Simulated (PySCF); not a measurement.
Two-component Hartree-Fock for Lu⁵⁸⁺ (lutetium, charge +58)

Start: [Ne] 3s2 3p1; 3p3/2 filled at m_j = +3/2. Calculated with PySCF 2.14 in an even-tempered Gaussian basis (18 s from 18 bohr⁻², ratio 2.4; 14 p from 23 bohr⁻², ratio 2.4; 4 d from 76 bohr⁻², ratio 2.6; 4 f from 110 bohr⁻², ratio 2.6): generalised Hartree-Fock with the X2C-1e Hamiltonian and a Gaussian nucleus; one run each with spin-orbit coupling (SO) screened by Boettger's factors, then bare. This is a chosen level, not necessarily the ground level.

| spinor shell | electrons | ε, screened SO (eV) | ε, bare SO (eV) | weight of nominal j (bare SO) | rms radius, bare SO (bohr) |
| --- | --- | --- | --- | --- | --- |
| 1s1/2 | 2 | -68311.5 | -68310.8 | 1.000 | 0.0219 |
| 2s1/2 | 2 | -15386.5 | -15386.4 | 1.000 | 0.0870 |
| 2p1/2 | 2 | -14914.3 | -14942.2 | 1.000 | 0.0739 |
| 2p3/2 | 4 | -13763.4 | -13754.2 | 1.000 | 0.0808 |
| 3s1/2 | 2 | -6218.8 | -6218.8 | 1.000 | 0.208 |
| 3p3/2 | 1 | -5773.4 | -5771.0 | 1.000 | 0.207 |

```
   quantity   screened SO       bare SO
E (hartree)  -10781.32214  -10781.95847
        M_J           3/2           3/2
       ⟨J²⟩         3.750         3.750
       ⟨L²⟩         2.026         2.027
       ⟨S²⟩         0.776         0.777
```

Each row is a mean over spinors that exchange with the open shell spreads, by up to 27.188 eV (3s1/2).

Breit and QED terms are absent; they matter most for the inner s and p1/2 levels.

Densities and radii are taken from the X2C orbitals without a picture-change correction, which distorts them close to the nucleus.
